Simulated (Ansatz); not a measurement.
Reaction (SMILES): C[N](C)[GeH3] [N-germyl-N-methylmethanamine] → C[N](C)[GeH2-] + H+
Geometries: B3LYP-D3(BJ)/def2-TZVP minima from Ansatz (a program for electronic structure), one conformer each, not searched for the lowest. Frequencies are from Ansatz.

Quantity: gas-phase deprotonation energy (enthalpy at 298 K, with B3LYP-D3(BJ) rigid-rotor harmonic-oscillator terms), in kJ/mol. Valence correlation only, unless marked. Spin-orbit coupling is left out. Frozen are the shells of the preceding noble gas and the d and f shells that filled before the atom's block. Non-relativistic. Anions need diffuse functions: aug- sets have them; def2-D sets add few; the other sets have none. CBS(X,Y): correlation extrapolated as X^-3; Hartree-Fock from the larger set.

| level | program | gas-phase deprotonation energy (kJ/mol) |
|---|---|---|
| BHLYP-D4/def2-TZVPD | Ansatz + dftd4 | 1512.4 |

### Question
Predict the CCSD(T)/CBS(aug-cc-pVTZ,aug-cc-pVQZ) result (Ansatz).

### Answer
1505.5 kJ/mol, so BHLYP-D4/def2-TZVPD differs from it by 6.9 kJ/mol.
